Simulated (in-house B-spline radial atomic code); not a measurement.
Cl²⁺. Computed with a B-spline radial atomic code. Model: all-electron spherical atom, spin shells full or empty, radial basis limit, no spin-orbit coupling, Breit or QED, empty-state partial waves extrapolated as (l+1/2)^-4, RPA, G0W0 and static COHSEX of the highest shell as one setting changes (uncorrelated shells keep exact exchange).

Given: element Cl; charge 2; filled core Ne; hamiltonian non-relativistic; mean-field start PBE; highest l of empty states 9; highest mean-field shell 3p up.

Shell: 3s 1 1, 3p 3 0 (electrons up and down).

| lowest nl shells left uncorrelated | RPA correlation energy (hartree) | G0W0 level (eV) | G0W0 minus most complete (meV) | COHSEX level (eV) | linearised minus solved G0W0 (meV) |
| --- | --- | --- | --- | --- | --- |
| 0 | -0.89988 | -39.503 | 0 | -42.236 | -43.6 |
| 1 | ? | ? | ? | ? | ? |
| 2 | ? | ? | ? | ? | ? |
| 3 | -0.23394 | -39.359 | 143.7 | -41.952 | -41.8 |
| 4 | -0.086365 | -39.887 | -383.9 | -41.83 | -26.2 |

Question: What follows for lowest nl shells left uncorrelated = 1?

Answer: RPA correlation energy -0.77017 hartree; G0W0 level -39.496 eV; G0W0 minus most complete 7.1 meV; COHSEX level -42.233 eV; linearised minus solved G0W0 -43.5 meV.

Question: What follows for lowest nl shells left uncorrelated = 2?

Answer: RPA correlation energy -0.62018 hartree; G0W0 level -39.482 eV; G0W0 minus most complete 20.4 meV; COHSEX level -42.207 eV; linearised minus solved G0W0 -43.3 meV.
